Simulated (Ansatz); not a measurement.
Ansatz results at the PBE0-D4/def2-TZVP geometry: size of the dipole moment (B3LYP/def2-TZVPP) 1.65 D; HOMO–LUMO gap (B3LYP/def2-TZVPP) 6.88 eV; HOMO energy (PBE0/def2-TZVPP) -6.74 eV.

Each molecule was computed in one conformer, which needn't be the lowest.

Task: Which molecule gave them?
A. `C=CNC(=C)S`
B. `B[Se]C=C`
C. `CN[SiH](N)S`
D. `NC1(F)CO1`

Result: C. The others give `B[Se]C=C`: 1.17, 5.23, -7.08; `NC1(F)CO1`: 1.98, 8.63, -8.15; `C=CNC(=C)S`: 1.08, 5.22, -5.85.

B3LYP here is the variant with VWN-RPA as its local correlation; programs differ in this.
